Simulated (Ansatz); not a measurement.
The cluster As2S2, relaxed as a quintet with UKS r2SCAN-D4/def2-SVP in Ansatz, starting from the r2SCAN-D4/def2-SVP geometry of the neutral singlet. Force threshold 0.02 eV/Å.

The relaxation made no stability test and no search for a lower SCF solution. At r2SCAN-D4/def2-SVP a singlet of charge 0 lies 3.02 eV below the quintet, each at its own geometry. The structure comes from a short search, and lower isomers may exist.

Start:

```tsv
atom	x (Å)	y (Å)	z (Å)
As1	0.844	-0.949	-0.300
As2	0.144	1.280	-0.210
S3	0.200	-0.006	1.702
S4	-1.187	-0.325	-1.193
```

(1) Estimate the energy that the relaxation releases and the steps that it takes.

(2) Does the start keep its bonding and symmetry?

(3) Predict the relaxed structure.

Answers

(1) 68.9 kcal/mol, in 14 steps; 67 s on 4 threads of Arm Neoverse N1 on a shared host. No frequencies were taken in this run, so the end may be a saddle point.

(2) Bonds lost: As1–S3, As2–S4 (atoms count from 1). Point group C2v at the start, Cs at the end, both within 0.05 Å.

(3) 
```xyz
4

As    0.1206   -1.1187   -0.4527
As   -0.1262    1.1875    0.4750
S     0.9813    0.4950    2.2170
S    -0.9757   -0.5638   -2.2394
```
Bond lengths: 2 × As–S 2.17 to 2.18 Å; 1 × As–As 2.50 Å.
